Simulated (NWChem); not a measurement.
System: BH2Se2Cl; SMILES ClB([SeH])[SeH]

NWChem input:

```
start job
memory heap 200 mb stack 900 mb global 1100 mb
geometry units angstroms
  B      0.401467    -0.159263     0.065944
  Cl     1.990684    -0.775414     0.298418
  Se    -0.956415    -0.399931     1.419381
  H     -0.153650    -1.121652     2.367754
  Se     0.026968     0.770520    -1.576004
  H     -1.361114     1.072875    -1.301987
end
basis spherical
  * library def2-svp
end
dft
  xc pbe0
  iterations 150
end
driver
  maxiter 120
end
task dft optimize
task dft freq
```

This build's default masses of Se (78.918 u) and Br (79.917 u) are each other's, which moves their modes by up to 0.6 %.

The level has its own optimisation; frequencies are unscaled.

### Question
Predict the main results of this run. (PBE0/def2-SVP.) Quantities: r B–Cl (Å); r B–Se (Å); r H–Se (Å); highest harmonic frequency (cm⁻¹); lowest (cm⁻¹); zero-point energy (kcal/mol); dipole (D).

### Answer
| Item | Value |
|---|---|
| r B–Cl (Å) | 1.759 |
| r B–Se (Å) | 1.936 |
| r H–Se (Å) | 1.471 |
| highest harmonic frequency (cm⁻¹) | 2464 |
| lowest (cm⁻¹) | 140 |
| zero-point energy (kcal/mol) | 14.0 |
| dipole (D) | 0.91 |
